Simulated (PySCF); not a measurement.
Radial density of Tl (thallium, neutral)

B97-3, [Xe] 4f14 5d10 6s1 6p1 7s1, high-spin 4P determinant (an excited configuration). Calculation: PySCF 2.14, in aug-cc-pVQZ-PP with one added diffuse shell each of s, p, d, f, g type with ECP60MDF (8s8p6d4f3g, 117 functions); a scalar-relativistic core potential. This is the valence pseudo-density: the core potential removes the inner electrons and smooths the orbitals near the nucleus.

```json
{"r (bohr)": "0.0369", "4πr²ρ (e/bohr)": "1.660e-05", "4πr²(ρα − ρβ)": "0.0000"}
{"r (bohr)": "0.0620", "4πr²ρ (e/bohr)": "3.382e-05", "4πr²(ρα − ρβ)": "0.0000"}
{"r (bohr)": "0.104", "4πr²ρ (e/bohr)": "0.0001607", "4πr²(ρα − ρβ)": "0.0000"}
{"r (bohr)": "0.175", "4πr²ρ (e/bohr)": "0.001885", "4πr²(ρα − ρβ)": "0.0000"}
{"r (bohr)": "0.295", "4πr²ρ (e/bohr)": "0.05676", "4πr²(ρα − ρβ)": "0.0015"}
{"r (bohr)": "0.496", "4πr²ρ (e/bohr)": "2.537", "4πr²(ρα − ρβ)": "0.0692"}
{"r (bohr)": "0.835", "4πr²ρ (e/bohr)": "18.30", "4πr²(ρα − ρβ)": "0.0920"}
{"r (bohr)": "1.40", "4πr²ρ (e/bohr)": "11.02", "4πr²(ρα − ρβ)": "0.2559"}
{"r (bohr)": "2.36", "4πr²ρ (e/bohr)": "2.189", "4πr²(ρα − ρβ)": "0.9239"}
{"r (bohr)": "3.97", "4πr²ρ (e/bohr)": "0.3748", "4πr²(ρα − ρβ)": "0.3448"}
{"r (bohr)": "6.68", "4πr²ρ (e/bohr)": "0.1982", "4πr²(ρα − ρβ)": "0.1982"}
{"r (bohr)": "11.2", "4πr²ρ (e/bohr)": "0.03808", "4πr²(ρα − ρβ)": "0.0381"}
{"r (bohr)": "18.9", "4πr²ρ (e/bohr)": "7.163e-05", "4πr²(ρα − ρβ)": "0.0001"}
```

Energies and moments cover only the electrons outside the core potential. Spin-orbit coupling, absent here, splits the open shell strongly. The outer electron is Rydberg-like, and this basis confines it to a smaller radius and binds it less than a complete one would.
